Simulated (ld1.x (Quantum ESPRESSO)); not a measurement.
Ranking PAW potentials for hydrogen

All share these settings but for the change named:

ld1.x (Quantum ESPRESSO) 7.5 input, shortened:

```
&input
   title='H', zed=1., rel=1, dft='PBE', iswitch=3,
   config='1s1 2p-2'
 /
 &inputp
   pseudotype=3, lpaw=.true., tm=.true., lloc=-1, rcloc=1.10,
   nlcc=.false.,
   which_augfun='BG', rmatch_augfun=0.85
 /
4
1S  1  0   1.00   0.00  1.20  1.35  0.0
1S  1  0   0.00   2.90  1.20  1.35  0.0
2P  2  1  -2.00   0.50  1.05  1.25  0.0
2P  2  1  -2.00   1.65  1.05  1.25  0.0
 &test
   configts(1)='1s1'
 /
```

Cutoff: the first of the cutoffs (Ry, on a coarse ladder) from which the occupation-weighted sum of valence levels, in a spherical-Bessel basis at the reference potential, stays within 10 and 1 mRy of its value at 400 Ry; the density cutoff is not measured.

The base gives 12 Ry.

Of 7 variants that were run, those that failed, showed a ghost or another fault, or gave nearly equal values are left out.

Question: Rank these variants from softest to hardest (loose cutoff).
A. all radii scaled by about 1.36 (s 1.84, p 1.70 bohr, rcut 1.64/1.44); local potential all-electron potential smoothed inside 1.50 bohr (lloc = -1); augmentation BG, radius 1.16 bohr
B. all radii scaled by about 0.92 (s 1.24, p 1.16 bohr, rcut 1.10/0.96); local potential all-electron potential smoothed inside 1.02 bohr (lloc = -1); augmentation BG, radius 0.78 bohr
C. all radii scaled by about 1.18 (s 1.58, p 1.48 bohr, rcut 1.42/1.24); local potential all-electron potential smoothed inside 1.30 bohr (lloc = -1); augmentation BG, radius 1.00 bohr
D. all radii scaled by about 0.78 (s 1.06, p 0.98 bohr, rcut 0.94/0.82); local potential all-electron potential smoothed inside 0.86 bohr (lloc = -1); augmentation BG, radius 0.66 bohr

Answer: A (8 Ry), C (10 Ry), B (15 Ry), D (18 Ry).
